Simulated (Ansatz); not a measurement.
`F[CH]1[NH][AlH]1` → `N=[C](F)[AlH2]`  (isomerisation)

Program: Ansatz. Geometries: PBE0-D4/def2-TZVP. ΔE: electronic, gas phase. CCSD(T)/CBS is the MP2 limit (def2-TZVPP, def2-QZVPP) plus CCSD(T) − MP2 in def2-TZVPP, frozen cores. Functionals use def2-TZVPP. Each species was taken in one conformer, which may not be the lowest.

```csv
level,ΔE (kJ/mol)
r2SCAN0-D4,-13.8
BHLYP,-30.6
CCSD(T)/def2-SVP,-32.4
HF/CBS(def2),-58.6
```

(1) What does CCSD(T)/CBS give? (An estimate is asked.)

Largest T1 diagnostic among the species: 0.015.

## Answers

(1) The calculation gave: -20.9 kJ/mol. The listed levels differ from it by 7.1, -9.7, -11.5, -37.7 kJ/mol.

Leaving LDA and LC-ωPBE aside and taking each functional with its dispersion term where it has one, the values, not all of them listed here, spread over 18.3 kJ/mol, from BLYP-D4 to HSE06-D4. LDA lies +25.4 kJ/mol from PBE without D4. At CCSD(T), def2-SVP lies −11.5 kJ/mol from the extrapolated value and def2-TZVPP −6.7 kJ/mol. In def2-TZVPP, CCSD(T) changes the Hartree–Fock value by +31.7 kJ/mol (the triples alone add +1.5 kJ/mol) and MP2 by +42.0 kJ/mol.
